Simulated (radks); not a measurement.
The numbers below are computed, except where a source is named.
Charge is removed step by step from the 3d down level of Eu33+, starting from [Ar] 3d(up 5, down 5) 4s2. Level of theory: scalar-relativistic Kohn-Sham, r2SCAN, spin-polarised, spherical densities, finite nucleus; meta-GGA in the generalised Kohn-Sham scheme; Fermi nuclear charge, rms radius 5.1115 fm (a radial shooting solver on a logarithmic mesh with Libxc functionals).

[
 {"removed (e)": "0", "E - E(0) (eV)": "0.000", "eigenvalue (eV)": "-2344.9", "E minus straight line (eV)": "0.000"},
 {"removed (e)": "0.25", "E - E(0) (eV)": "588.96", "eigenvalue (eV)": "-2369.1", "E minus straight line (eV)": "-9.097"},
 {"removed (e)": "0.5", "E - E(0) (eV)": "1184.0", "eigenvalue (eV)": "-2393.4", "E minus straight line (eV)": "-12.140"},
 {"removed (e)": "0.75", "E - E(0) (eV)": "1785.1", "eigenvalue (eV)": "-2417.7", "E minus straight line (eV)": "-9.113"},
 {"removed (e)": "1", "E - E(0) (eV)": "2392.2", "eigenvalue (eV)": "-2442.1", "E minus straight line (eV)": "0.000"}
]

Removing the whole electron costs 2392.2 eV by Delta-SCF, against 2344.9 eV from minus the eigenvalue at the starting occupation. Slater's transition state (half an electron removed) gives 2393.4 eV. Integrating minus the eigenvalue over the occupation (Janak's theorem) gives 2393.4 eV. In this scalar-relativistic scheme the density is built from large components alone, so the theorem holds only approximately. The mean slope of the eigenvalue, de/dn, is 97.1 eV per electron.
